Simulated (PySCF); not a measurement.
CsF, charge +1, doublet, at a GFN2-xTB geometry (such geometries of metal compounds can be far from the true shape) (a state made from the parent by changing its charge; the spin is typed, not shown lowest) (core potentials on Cs); HF/def2-TZVP (PySCF).

Here is a job for PySCF.
```python
from pyscf import gto, scf

mol = gto.M(
    atom='''
Cs   -0.00000000   -0.00000000   -0.51352531
F     0.00000000    0.00000000    3.13821024
''',
    basis='def2-tzvp',
    ecp={'Cs': 'def2-tzvp'},
    charge=1,
    spin=1,
    verbose=4,
)

mf = scf.UHF(mol)
mf.kernel()
mf.analyze()
```

It wrote (shortened):

```
PySCF version 2.14.0

[INPUT] verbose = 4
[INPUT] num. atoms = 2
[INPUT] num. electrons = 17
[INPUT] charge = 1
[INPUT] spin (= nelec alpha-beta = 2S) = 1
[INPUT] symmetry False subgroup None
[INPUT] Mole.unit = angstrom
[INPUT] Symbol           X                Y                Z      unit          X                Y                Z       unit  Magmom
[INPUT]  1 Cs     0.000000000000   0.000000000000  -0.513525310000 AA    0.000000000000   0.000000000000  -0.970422193932 Bohr   0.0
[INPUT]  2 F      0.000000000000   0.000000000000   3.138210240000 AA    0.000000000000   0.000000000000   5.930357874906 Bohr   0.0

nuclear repulsion = 11.7378034355527
number of shells = 22
number of NR pGTOs = 86
number of NR cGTOs = 60
basis = def2-tzvp
ecp = {'Cs': 'def2-tzvp'}

******** <class 'pyscf.scf.uhf.UHF'> ********
method = UHF
initial guess = minao
damping factor = 0
level_shift factor = 0
DIIS = <class 'pyscf.scf.diis.CDIIS'>
diis_start_cycle = 1
diis_space = 8
diis_damp = 0
SCF conv_tol = 1e-09
SCF conv_tol_grad = None
SCF max_cycles = 50
direct_scf = True
direct_scf_tol = 1e-13
number electrons alpha = 9  beta = 8
Set gradient conv threshold to 3.16228e-05
init E= -115.530812844784

cycle= 1 E= -119.122554626562  delta_E= -3.59  |g|= 0.28  |ddm|= 1.35
cycle= 2 E= -119.13844158404  delta_E= -0.0159  |g|= 0.0762  |ddm|= 0.176
cycle= 3 E= -119.139836961111  delta_E= -0.0014  |g|= 0.0235  |ddm|= 0.0386
cycle= 4 E= -119.140047545548  delta_E= -0.000211  |g|= 0.0064  |ddm|= 0.0125
cycle= 5 E= -119.140081460926  delta_E= -3.39e-05  |g|= 0.0019  |ddm|= 0.00637
cycle= 6 E= -119.140084941446  delta_E= -3.48e-06  |g|= 0.000264  |ddm|= 0.00251
cycle= 7 E= -119.140085014074  delta_E= -7.26e-08  |g|= 4.38e-05  |ddm|= 0.000362
cycle= 8 E= -119.140085015552  delta_E= -1.48e-09  |g|= 5.66e-06  |ddm|= 5.15e-05
cycle= 9 E= -119.140085015573  delta_E= -2.09e-11  |g|= 1.27e-06  |ddm|= 6.24e-06
Extra cycle  E= -119.140085015574  delta_E= -1.02e-12  |g|= 5.56e-07  |ddm|= 1.32e-06
converged SCF energy = -119.140085015574  <S^2> = 0.75378105  2S+1 = 2.0037775
**** SCF Summaries ****
Total Energy =                        -119.140085015574257
Nuclear Repulsion Energy =              11.737803435552722
One-electron Energy =                 -192.722234703609899
Two-electron Energy =                   61.844346252482936
Two-electron Coulomb Energy =           74.639940808117643
DFT Exchange-Correlation Energy =      -12.795594555634707
**** MO energy ****
                             alpha | beta                alpha | beta
MO #1   energy= -26.5530607309209  | -26.5043977392113  occ= 1 | 1
MO #2   energy= -1.81750176577342  | -1.62230714474212  occ= 1 | 1
MO #3   energy= -1.49581795405426  | -1.49583072384411  occ= 1 | 1
MO #4   energy= -0.989901895467348 | -0.859666768124512 occ= 1 | 1
MO #5   energy= -0.8801733652051   | -0.858509255589081 occ= 1 | 1
MO #6   energy= -0.876495939227577 | -0.858419232776443 occ= 1 | 1
MO #7   energy= -0.858501525612027 | -0.824688930182087 occ= 1 | 1
MO #8   energy= -0.858335911213417 | -0.824235848947074 occ= 1 | 1
MO #9   energy= -0.855698691032875 | -0.124160648717176 occ= 1 | 0
MO #10  energy= -0.12436807511988  | -0.104539004384131 occ= 0 | 0
MO #11  energy= -0.0825807495155537 | -0.0819355906000661 occ= 0 | 0
MO #12  energy= -0.0819754152690589 | -0.0785399173192829 occ= 0 | 0
MO #13  energy= -0.0778938264968705 | -0.0776089592599859 occ= 0 | 0
MO #14  energy= -0.0632700380149219 | -0.0632657527770811 occ= 0 | 0
MO #15  energy= -0.063266125608404 | -0.0632615766177736 occ= 0 | 0
MO #16  energy= -0.0625639274711317 | -0.0611289289367689 occ= 0 | 0
MO #17  energy= -0.0612882146788448 | -0.0499431671199682 occ= 0 | 0

spin_pop of  0 Cs 5s        0.00000
spin_pop of  0 Cs 6s       -0.00069
spin_pop of  0 Cs 7s       -0.00001
spin_pop of  0 Cs 8s        0.00000
spin_pop of  0 Cs 9s       -0.00001
spin_pop of  0 Cs 5px       0.00000
spin_pop of  0 Cs 5py       0.00000
spin_pop of  0 Cs 5pz      -0.00077
spin_pop of  0 Cs 6px      -0.00001
spin_pop of  0 Cs 6py       0.00001
spin_pop of  0 Cs 6pz      -0.00017
spin_pop of  0 Cs 7px      -0.00000
spin_pop of  0 Cs 7py      -0.00001
spin_pop of  0 Cs 7pz      -0.00001
spin_pop of  0 Cs 5dxy     -0.00000
spin_pop of  0 Cs 5dyz      0.00000
spin_pop of  0 Cs 5dz^2    -0.00000
spin_pop of  0 Cs 5dxz      0.00000
spin_pop of  0 Cs 5dx2-y2    0.00000
spin_pop of  0 Cs 6dxy     -0.00002
spin_pop of  0 Cs 6dyz      0.00000
spin_pop of  0 Cs 6dz^2    -0.00000
spin_pop of  0 Cs 6dxz     -0.00000
spin_pop of  0 Cs 6dx2-y2    0.00000
spin_pop of  0 Cs 7dxy     -0.00004
spin_pop of  0 Cs 7dyz     -0.00003
spin_pop of  0 Cs 7dz^2    -0.00000
spin_pop of  0 Cs 7dxz     -0.00000
spin_pop of  0 Cs 7dx2-y2    0.00001
spin_pop of  1 F 1s       -0.00000
spin_pop of  1 F 2s        0.00077
spin_pop of  1 F 3s       -0.00006
spin_pop of  1 F 4s        0.00002
spin_pop of  1 F 5s       -0.00000
spin_pop of  1 F 2px       0.12087
spin_pop of  1 F 2py       0.87526
spin_pop of  1 F 2pz       0.00089
spin_pop of  1 F 3px       0.00092
spin_pop of  1 F 3py       0.00281
spin_pop of  1 F 3pz       0.00039
spin_pop of  1 F 4px      -0.00005
spin_pop of  1 F 4py       0.00009
spin_pop of  1 F 4pz      -0.00007
spin_pop of  1 F 3dxy     -0.00007
spin_pop of  1 F 3dyz      0.00001
spin_pop of  1 F 3dz^2    -0.00008
spin_pop of  1 F 3dxz      0.00000
spin_pop of  1 F 3dx2-y2   -0.00010
spin_pop of  1 F 4dxy      0.00000
spin_pop of  1 F 4dyz      0.00000
spin_pop of  1 F 4dz^2    -0.00000
spin_pop of  1 F 4dxz      0.00000
spin_pop of  1 F 4dx2-y2    0.00000
spin_pop of  1 F 4f-3      0.00004
spin_pop of  1 F 4f-2      0.00001
spin_pop of  1 F 4f-1      0.00002
spin_pop of  1 F 4f+0      0.00001
spin_pop of  1 F 4f+1      0.00000
spin_pop of  1 F 4f+2      0.00002
spin_pop of  1 F 4f+3      0.00004
In total             9.00000 | 8.00000

WARN: System has nonzero charge 1; the dipole moment is origin-dependent.
Location of origin: [0. 0. 0.]

Dipole moment(X, Y, Z, Debye): -0.00000, -0.00000, -2.30194
```
